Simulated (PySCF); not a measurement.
Isomers of C8H10Si side by side.

PySCF, wB97X-D/def2-SVPD, density fitting, gas phase; each molecule at its own PBE0-D3(BJ)/def2-SVP geometry, one conformer. Singlet excitations by full TDDFT with frozen cores, triplets by Tamm–Dancoff TDDFT and ionisation energies by ΔSCF, from the lowest of the holes tried. 

Torsions of the conformers computed, which needn't be the lowest (atom-mapped SMILES):
- `[CH2:1]=[CH:2][C:3]1=[CH:4][SiH2:5][CH:6]=[C:7]1[CH:8]=[CH2:9]`: C1–C2–C3–C4 148°, C6–C7–C8–C9 148°
- `[CH:1]#[C:2][C:3]1=[CH:4][Si@H:5]([CH2:6][CH3:7])[CH:8]=[CH:9]1`: C4–Si5–C6–C7 67°
- `[SiH3:1][CH2:2][c:3]1[cH:4][cH:5][c:6]2[c:7]([cH:8]1)[CH2:9]2`: Si1–C2–C3–C4 89°
- `[CH3:1][C:2]#[C:3][C:4]#[C:5]/[CH:6]=[CH:7]/[CH2:8][SiH3:9]`: C6–C7–C8–Si9 -103°
- `[CH:1]#[C:2][C@H:3]([CH3:4])[C:5]1=[CH:6][SiH2:7][CH:8]=[CH:9]1`: C2–C3–C5–C6 14°
- `[cH:1]1[cH:2][cH:3][c:4]([C@@H:5]2[CH2:6][SiH2:7]2)[cH:8][cH:9]1`: C3–C4–C5–C6 23°

The conformers of `C#C[Si]1(C=C)CC=CC1` aren't listed.

Reference: `C=CC1=C[SiH2]C=C1C=C`, with HOMO energy -8.24 eV, LUMO energy -0.09 eV, lowest singlet excitation 4.11 eV, lowest triplet excitation 2.54 eV, mean polarisability 125.8 au and vertical ionisation energy 8.18 eV.

Changes against it:

```tsv
molecule	Δ electronic energy (kcal/mol)	Δ HOMO energy (eV)	Δ LUMO energy (eV)	Δ lowest singlet excitation (eV)	Δ lowest triplet excitation (eV)	Δ mean polarisability (au)	Δ vertical ionisation energy (eV)
C#C[Si]1(C=C)CC=CC1	-2.1	-0.65	+1.39	+1.95	+1.78	-11.3	+0.82
CC#CC#C/C=C/C[SiH3]	+37.7	+0.36	+0.43	+0.11	+0.36	+26.6	-0.30
C#C[C@H](C)C1=C[SiH2]C=C1	+13.7	-0.36	+0.34	+0.41	+0.30	-9.8	+0.39
c1ccc([C@@H]2C[SiH2]2)cc1	-30.6	+0.30	+1.36	+0.99	+1.40	-4.3	-0.25
```

Rows whose labels were lost:

```
row  Δ electronic energy (kcal/mol)  Δ HOMO energy (eV)  Δ LUMO energy (eV)  Δ lowest singlet excitation (eV)  Δ lowest triplet excitation (eV)  Δ mean polarisability (au)  Δ vertical ionisation energy (eV)
  P                            +6.0               -0.05               +1.28                             +0.96                             +1.47                        -6.9                              +0.11
  Q                            +5.6               -0.18               -0.08                             +0.10                             -0.01                        -4.7                              +0.22
```

Problem. Which row belongs to which of `C#CC1=C[Si@H](CC)C=C1` and `[SiH3]Cc1ccc2c(c1)C2`?

Solution. P = `[SiH3]Cc1ccc2c(c1)C2` and Q = `C#CC1=C[Si@H](CC)C=C1`. P and Q are told apart most clearly by the lowest triplet excitation (+1.47 against -0.01 eV); Q comes close to the labelled row of `C#C[C@H](C)C1=C[SiH2]C=C1` in every column.

Note: wB97X-D ran without an empirical dispersion term, which enters the total energy and its gradient alone.
